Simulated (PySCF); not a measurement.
## Vibration and rotation of AlGa

UHF-CCSD(T) constants of AlGa, ³Π (triplet), unpaired electrons σ ↑, π ↑ (PySCF, no relativity, basis sets Al pcseg-1, Ga pcseg-1; masses 26.9815 and 68.9256 u):

| Property | Result |
| --- | --- |
| ωe | 230.9 cm⁻¹ |
| ωexe | 1.08 cm⁻¹ |
| Be | 0.11718 cm⁻¹ |
| αe | 0.000733 cm⁻¹ |
| D (centrifugal) | 1.21e-07 cm⁻¹ |
| De to Al + Ga | 1.28 eV |

Q: Give the vibrational terms G(v) and spacings up to v = 6.

A: G(v) = ωe(v+½) − ωexe(v+½)².

| v | G(v) (cm⁻¹) | G(v) − G(v−1) | Bv (cm⁻¹) |
| --- | --- | --- | --- |
| 0 | 115.2 |  | 0.1168 |
| 1 | 343.9 | 228.7 | 0.1161 |
| 2 | 570.5 | 226.6 | 0.1153 |
| 3 | 794.9 | 224.4 | 0.1146 |
| 4 | 1017.2 | 222.3 | 0.1139 |
| 5 | 1237.3 | 220.1 | 0.1131 |
| 6 | 1455.2 | 217.9 | 0.1124 |

Q: How well does the Morse estimate ωe²/(4ωexe) reproduce De, and what is D0?

A: It gives 1.53 eV, 120 % of the computed De. D0 = De − G(0) = 1.28 − 0.01 = 1.27 eV.

Correlated steps freeze 14 core orbitals. Correlated levels converge slowly with the basis: in double zeta they bind strong bonds too weakly, by up to about 1 eV, and carry superposition errors of some tenths. Spin–orbit coupling is left out. The state is the lowest determinant that a PBE0 search found; another state may lie lower at other levels.
